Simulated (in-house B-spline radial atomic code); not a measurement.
The numbers below are computed, except where a source is named.
Tc in an electron gas of r_s = 2.67: phase shifts, screening, friction and resistivity

A nucleus sits in a uniform electron gas with a rigid positive background. The Kohn-Sham equations are solved self-consistently in the spin-unpolarised LDA (PW92), non-relativistic, on B-splines with outgoing waves at the boundary and partial waves to l = 8. The model has no lattice, no bands and no magnetic solution. Atomic units; δ_l are the phase shifts at the Fermi level, counted so that each bound state adds π, and good to about 0.0005. A narrow, partly filled d or f resonance in a thin gas would split by spin, so such rows rest on a solution that is probably unstable.

The density parameter is r_s = 2.67 bohr, near that of the valence electrons of Cu (1 per atom, density 8.96 g/cm³, mass 63.55 u, which gives r_s = 2.67).

| l | δ_l (rad) |
| --- | --- |
| 0 | 12.1993 |
| 1 | 9.3419 |
| 2 | 5.4803 |
| 3 | -0.0113 |
| 4 | -0.0009 |
| 5 | -0.0005 |
| 6 | -0.0003 |
| 7 | -0.0004 |
| 8 | -0.0003 |

Bound levels below the band bottom (hartree): s -17.54, p -14.45, d -8.742, s -1.982, p -1.084 and deeper ones.

Problem. Check the Friedel sum rule, and say where the screening charge sits.

Solution. k_F = (9π/4)^(1/3)/r_s = 0.71879. The rule is Z = (2/π) Σ (2l + 1) δ_l. The terms are s 7.766, p 17.842, d 17.444, f -0.050 and -0.018 beyond, in all 42.984 against Z = 43. Bound states hold 8 s, 18 p, 10 d electrons, so the scattering states carry 6.98 in all; where a term is smaller than its bound count, the bound level has drawn weight out of the band.

Problem. Find the transport cross section and the electronic stopping of a 10 keV Tc ion (mass 97.91 u).

Solution. σ_tr = (4π/k_F²) Σ (l + 1) sin²(δ_l − δ_(l+1)). The terms for l = 0 to 3 are 0.0786, 0.8696, 1.5186, 0.0004, all together 2.4672, so σ_tr = 24.323 × 2.4672 = 60.009 bohr². With n = 3/(4π r_s³) = 0.01254, the friction coefficient is Q = n k_F σ_tr = 0.5410. For v well below v_F = 0.719, dE/dx = Q v; with 24801 eV per u at v = 1, v = √(10000/(24801 × 97.91)) = 0.0642, so dE/dx = 0.03472 hartree/bohr = 17.9 eV/nm. The largest term couples the d and f waves.

Problem. What residual resistivity would 1 atomic per cent of such centres give in Cu?

Solution. Δρ = k_F n_i σ_tr/n in atomic units of 21.74 μΩ·cm. With one host atom per 1 electron, n_i/n = 0.01/1, so Δρ = 0.7188 × 0.01000 × 60.009 × 21.74 = 9.38 μΩ·cm. This is an atom added to the gas, as on an interstitial site.

Problem. On a substitutional site the background of one host ion, a sphere holding 1 charge, is taken out. The phase shifts for l = 0 to 4 become 12.0852, 9.2606, 5.2559, -0.0214, -0.0028. What follows?

Solution. The Friedel sum is now 41.98, for Z − 1 = 42. The sum in σ_tr is 3.3936, so σ_tr = 82.54 bohr² and Δρ = 12.90 μΩ·cm per atomic per cent, 1.38 times the value above. A real host ion scatters too, so this model doesn't give zero even for the host's own atom.
